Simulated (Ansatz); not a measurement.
System: sum formula SnH₃F, charge 0, multiplicity 1. SMILES: [F][SnH3]
Geometry: optimised at B3LYP-D3(BJ)/def2-TZVP (Ansatz, a quantum-chemistry and plane-wave program).

Computed values are from Ansatz. Correlated levels leave the core frozen unless marked. UHF or UKS for open shells. No spin-orbit coupling. Frozen are the shells of the preceding noble gas and the d and f shells that filled before the atom's block. Past Kr the def2 sets carry scalar-relativistic core potentials. CBS marks a two-point X^-3 extrapolation of the correlation energy; Hartree-Fock from the larger set.

The atomisation energy De comes out as 1271.0 kJ/mol at CCSD(T)/CBS(def2-TZVPPD,def2-QZVPPD) and the total energy is -315.0535 Eh at CCSD(T)/CBS(def2-TZVPPD,def2-QZVPPD). The dipole moment comes out as 2.94 D at CCSD(T)/def2-SVPD and the T1 diagnostic is 0.012 at CCSD/def2-QZVPPD.
